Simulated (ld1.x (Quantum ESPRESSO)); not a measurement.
# ruthenium (Ru), TM: configuration errors across variants

ld1.x (Quantum ESPRESSO) 7.5 input, shortened:

```
&input
   title='Ru', zed=44., rel=1, dft='PBE', iswitch=3,
   config='[Kr] 4d6 5s2 5p0'
 /
 &inputp
   pseudotype=2, tm=.true., lloc=0,
   nlcc=.false.
 /
3
4P  2  1   6.00   0.00  1.90  1.90  0.0
4D  3  2   6.00   0.00  1.15  1.15  0.0
4S  1  0   2.00   0.00  1.55  1.55  0.0
 &test
   configts(1)='4s2 4p6 4d6 5s2 5p0'
 /
```

Occupied shells without a wave of their own: 5s. They enter only through the test configuration that unscreens the potential.

All-electron excitation energies from the reference (eV): (1) 4s2 4p6 4d7 5s1 5p0 -1.701; (2) 4s2 4p6 4d7 5s0 5p0 5.592; (3) 4s2 4p6 4d6 5s0 5p0 23.778; (4) 4s2 4p6 4d8 5s0 5p0 -2.033; (5) 4s2 4p6 4d5 5s0 5p0 54.400; (6) 4s1 4p6 4d7 5s1 5p0 80.989; (7) 4s2 4p5 4d7 5s1 5p0 50.689.

For the base: The 5s level has no wave, so the channel is fitted at the deeper level alone: the likely source of the large errors.

On the changes marked as counting shells twice: ld1.x takes every shell without a wave as core, so the model core holds the marked electrons as well and exchange and correlation see them twice. This cancels in the reference configuration, but the file is broken for other ones, and its errors say nothing about a proper core correction.

The overlap operator is not positive definite (basis up to 400 Ry) in “type PAW; waves now 4s (bound): rcut 1.35, rcutus 1.55 bohr; 5s (bound): rcut 1.35, rcutus 1.55 bohr; 4p (bound): rcut 1.65, rcutus 1.90 bohr; 5p (bound): rcut 1.65, rcutus 1.90 bohr; 4d (bound): rcut 1.00, rcutus 1.15 bohr; 4d channel at 0.05 Ry: rcut 1.00, rcutus 1.15 bohr; local potential all-electron potential smoothed inside 1.85 bohr (lloc = -1); core correction a·sin(br)/r model core, default radius (ld1.x builds one for every PAW set, though the input has nlcc=.false.); augmentation PSQ, inside the norm-conserving radii”. Such files are unfit for use, however small their errors in these radial tests.

3 further variants failed, have other tests or another functional or relativity, and are left out.

The file “base” misses its own reference levels by 1.1 eV. The file “wave 4p (bound): rc 1.90 bohr becomes 4p (bound): rc 2.34 bohr” misses its own reference levels by 1.1 eV. The file “local potential the p channel” misses its own reference levels by 0.6 eV. The file “core correction a·sin(br)/r model core inside 0.82 bohr (5s counted twice)” misses its own reference levels by 1.1 eV.

Errors AE − PS in meV (a dash: test not solved or not reliable):

```tsv
change	(1)	(2)	(3)	(4)	(5)	(6)	(7)	bound ghosts
base	-895	-2371	-3589	-1455	-4998	-1628	-1576	none
wave 4p (bound): rc 1.90 bohr becomes 4p (bound): rc 2.34 bohr	-895	-2371	-3590	-1456	-5000	-1630	-1569	none
local potential the p channel	-495	-1312	-1986	-803	-2761	-960	-904	none
all radii scaled by about 0.76 (s 1.18, p 1.44, d 0.88 bohr)	-121	-322	-499	-190	-697	-224	-231	none
wave 4s (bound): rc 1.55 bohr becomes 4s (bound): rc 1.12 bohr	-86	-232	-363	-135	-508	-170	-208	none
core correction a·sin(br)/r model core inside 0.82 bohr (5s counted twice)	-913	-2598	-4051	-1517	-5715	-1800	-1687	none
type PAW; waves now 4s (bound): rcut 1.35, rcutus 1.55 bohr; 5s (bound): rcut 1.35, rcutus 1.55 bohr; 4p (bound): rcut 1.65, rcutus 1.90 bohr; 5p (bound): rcut 1.65, rcutus 1.90 bohr; 4d (bound): rcut 1.00, rcutus 1.15 bohr; 4d channel at 0.05 Ry: rcut 1.00, rcutus 1.15 bohr; local potential all-electron potential smoothed inside 1.85 bohr (lloc = -1); core correction a·sin(br)/r model core, default radius (ld1.x builds one for every PAW set, though the input has nlcc=.false.); augmentation PSQ, inside the norm-conserving radii	+5.8	+11	+3.4	+15	-0.7	–	–	not determined (overlap not positive)
```

Give the same row for: wave 4d (bound): rc 1.15 bohr becomes 4d (bound): rc 1.50 bohr.

-895, -2371, -3591, -1456, -5001, -1641, -1582; bound ghosts: none.
